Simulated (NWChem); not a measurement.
System: Si₂NH₅F₂; SMILES N[SiH2][SiH](F)F

NWChem input:

```
start job
memory heap 200 mb stack 900 mb global 1100 mb
geometry units angstroms noautosym nocenter noautoz
  Si     0.006885    -0.974889    -0.389738
  F     -1.298931    -1.428809     0.465834
  F      1.296594    -1.422487     0.493204
  Si     0.003449     1.372200    -0.549702
  N     -0.010367     2.167520     0.992075
  H      0.021981    -1.796406    -1.633280
  H      1.231766     1.784370    -1.295797
  H     -1.214572     1.779940    -1.314777
  H     -0.847329     2.097770     1.561975
  H      0.816093     2.097687     1.577103
end
basis spherical
  Si library 6-311g**
  F library 6-311g**
  N library 6-311g**
  H library 6-311g**
end
dft
  xc b3lyp
  iterations 150
end
tddft
  cis
  ecut -13.0
  nroots 6
  notriplet
end
task tddft energy
```

The geometry was optimised at PBE0/def2-SVP.

Core excitations by TDA in a window of 1s orbitals, non-relativistic and unshifted: absolute energies depend strongly on the exact-exchange share.

**Question.** Predict the main results of this run. (B3LYP/6-311G** (spherical d), restricted-window TDA.) Quantities: first 1s excitation (eV); dipole oscillator strength of the first; first state with f > 0.002 (eV); dipole oscillator strength of that state.

**Answer.** The first 1s excitation (eV) is 387.2 and the dipole oscillator strength of the first is 0.0058. The first state with f > 0.002 (eV) is 387.2 and the dipole oscillator strength of that state comes out as 0.0058.
